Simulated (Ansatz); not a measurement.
CH$_{6}$FInOSi (`O[CH2][In]([F])[SiH3]`), relaxed with RKS PBE0-D4/def2-TZVP in Ansatz 0.2.0 from a PBE-D4/def2-SVP geometry. The force threshold is 0.005 eV/Å; the program also tests the step.

Total charge 0; spin multiplicity 1. In: def2 effective core potential.

Start:

```xyz
11

O    -1.672   -2.003   -0.476
C    -1.210   -1.007   -1.358
In    0.284    0.430   -0.521
F     0.884    1.668   -1.984
Si    1.497    1.006    1.715
H    -2.317   -1.593    0.127
H    -2.020   -0.407   -1.833
H    -0.652   -1.507   -2.177
H     2.965    1.242    1.480
H     0.898    2.263    2.292
H     1.343   -0.093    2.734
```

Question: How much energy does the relaxation release, and in how many steps? (Best estimate.)

Answer: Computed: 5.88 kJ/mol, in 26 steps, 1 of them rejected.

Question: Which bonds change most? (An estimate is asked.)

Answer: The calculation gave: C2–In3 from 2.235 to 2.184 Å; In3–Si5 from 2.608 to 2.569 Å; In3–F4 from 2.009 to 1.978 Å; Si5–H10 from 1.508 to 1.487 Å.

Question: Give the relaxed structure. (Best estimate.)

Answer: The calculation gave: 
```xyz
11

O    -1.506   -2.097   -0.588
C    -1.194   -0.957   -1.362
In    0.220    0.444   -0.463
F     0.755    1.713   -1.883
Si    1.462    1.023    1.710
H    -2.094   -1.841    0.125
H    -2.087   -0.409   -1.684
H    -0.701   -1.311   -2.269
H     2.921    0.807    1.517
H     1.223    2.450    2.053
H     1.002    0.177    2.844
```
